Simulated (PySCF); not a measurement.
# Mo³⁺ (molybdenum, charge +3): UHF calculation

Configuration: [Kr] 4d3, high-spin 4F determinant. All numbers are calculated (PySCF 2.14, the spin-free X2C one-electron Hamiltonian (Gaussian nucleus), in x2c-QZVPPall (13s8p7d3f2g, 111 functions)).

- Total energy: -4044.499514 hartree
- One-electron energy: -5535.2655 hartree
- Hartree (Coulomb) energy: 1612.6388 hartree
- Exchange energy: -121.8728 hartree
- ⟨S²⟩: 3.7548
- ⟨L²⟩: 12.058
- Sum of ⟨r⟩: 23.03 bohr
- Sum of ⟨r²⟩: 25.70 bohr²
- Langevin diamagnetic susceptibility: -20.4 ×10⁻⁶ cm³/mol

```tsv
shell	electrons	mean orbital energy (eV)	spread (eV)	rms radius, mean of both spins (bohr)
1s β	1	-20140.5	0	0.0404
1s α	1	-20140.4	0	0.0404
2s α	1	-2949.1	0	0.166
2s β	1	-2948.3	0	0.166
2p α	3	-2634.3	0	0.148
2p β	3	-2633.5	0	0.148
3s α	1	-562.15	0	0.456
3s β	1	-561.79	0	0.456
3p α	3	-456.01	0	0.462
3p β	3	-455.57	0	0.462
3d α	5	-283.26	1.085	0.453
3d β	5	-282.17	0.256	0.453
4s α	1	-113.83	0	1.17
4s β	1	-109.39	0	1.17
4p α	3	-82.746	0	1.30
4p β	3	-76.817	0	1.30
4d α	3	-40.397	0	1.72
```

Densities and radii are taken from the X2C orbitals without a picture-change correction, which distorts them close to the nucleus.

Spin-orbit constants ζ (cm⁻¹) from the X2C one-electron operator on these orbitals: bare nucleus, nucleus screened by l(l+1)(2l+1)/3 electrons, and screened by the Breit-Pauli mean field of the electrons.

| shell | bare | screened nucleus | mean field |
| --- | --- | --- | --- |
| 2p | 580000 | 552400 | n/a |
| 3p | 96710 | 92110 | n/a |
| 3d | 13670 | 10410 | n/a |
| 4p | 13020 | 12400 | n/a |
| 4d | 1136 | 865.6 | n/a |

To first order the Landé constant is A = 288.5 cm⁻¹, so the lowest level has J = 3/2 and lies 0.215 eV below the centre of the term. This holds in LS coupling only.
